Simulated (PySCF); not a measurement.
**Electron correlation in Re⁴⁷⁺ (rhenium, charge +47)**

[Ar] 3d10, closed-shell 1S. All numbers are calculated (PySCF 2.14, scalar relativity by spin-free X2C-1e, in an even-tempered Gaussian basis (18 s from 10 bohr⁻², ratio 2.5; 13 p from 14 bohr⁻², ratio 2.5; 7 d from 14 bohr⁻², ratio 2.5; 4 f from 58 bohr⁻², ratio 2.7; 3 g from 87 bohr⁻², ratio 2.7)). Frozen: [Ne]; 18 electrons correlated; the 28 highest virtual orbitals of each spin left out.

| level | correlation energy (mhartree) |
| --- | --- |
| CCSD | -773.13 |
| (T) | -0.50 |
| CCSD(T) | -773.63 |

Diagnostics: T1 = 0.00011, D1 = 0.0002, largest double amplitude 0.003.

Cost of the coupled-cluster step: roughly 50 core-seconds, for 18 correlated electrons.

Iterations:

```
CC2 = 0
CCSD nocc = 9, nmo = 114
frozen orbitals [0, 1, 2, 3, 4, 119, 120, 121, 122, 123, 124, 125, 126, 127, 128, 129, 130, 131, 132, 133, 134, 135, 136, 137, 138, 139, 140, 141, 142, 143, 144, 145, 146]
max_cycle = 100
direct = 0
conv_tol = 1e-08
conv_tol_normt = 1e-06
diis_space = 8
diis_start_cycle = 0
Init t2, MP2 energy = -15117.1576522591  E_corr(MP2) -0.78401382635306
Init E_corr(CCSD) = -0.784013826353073
cycle = 1  E_corr(CCSD) = -0.772516323373613  dE = 0.011497503  norm(t1,t2) = 0.000874845
cycle = 2  E_corr(CCSD) = -0.773147664540957  dE = -0.000631341167  norm(t1,t2) = 4.2974e-05
cycle = 3  E_corr(CCSD) = -0.773130090734792  dE = 1.75738062e-05  norm(t1,t2) = 1.81541e-06
cycle = 4  E_corr(CCSD) = -0.7731308052113  dE = -7.14476508e-07  norm(t1,t2) = 1.02039e-07
cycle = 5  E_corr(CCSD) = -0.77313080654382  dE = -1.33251932e-09  norm(t1,t2) = 1.50628e-09
CCSD converged
E(CCSD) = -15117.14676923931  E_corr = -0.7731308065438197
CCSD(T) correction = -0.000500747635536958
```

At this charge the one-electron X2C treatment keeps the bare 1/r₁₂, with no two-electron picture change or Breit term. The effect here is smaller than on the frozen 1s shell; and a scalar Hamiltonian misses the large spin-orbit splitting of the p shells, which matters for ns² → np² pairs.
